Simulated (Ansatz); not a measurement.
Coupled-cluster diagnostics for (KBr)2 ring (K₂Br₂), Ansatz.

Geometry of the singlet (B3LYP-D4/def2-SVP):

Cartesian coordinates in Å:
```
K 0.6519 1.5586 1.1266
Br -0.1166 1.3668 -1.8233
K -0.6519 -1.5586 -1.1266
Br 0.1166 -1.3668 1.8233
```

Correlated methods freeze 28 core orbitals; core or outer-core shells of K, Br are correlated, in sets that lack core-valence functions.

Q: Estimate the CCSD(T) correlation energy, the shares of MP2 and (T), T1 and the reference's ⟨S²⟩ for: charge 0, singlet, own geometry in def2-TZVPP; and the rough time on 4 threads of Arm Neoverse V1 on a shared host.

A: 
```
                          state       basis  correlation (eV)  MP2 share (%)  (T) share (%)     T1  ⟨S²⟩ (pure)  wall time
charge 0, singlet, own geometry  def2-TZVPP           -25.530           94.2            2.4  0.005  0.00 (0.00)       52 s
```
Customary marks for T1 are 0.02 (closed shells), 0.045 (open shells) and about 0.05 (3d metals). T1 stays under 0.02 throughout.
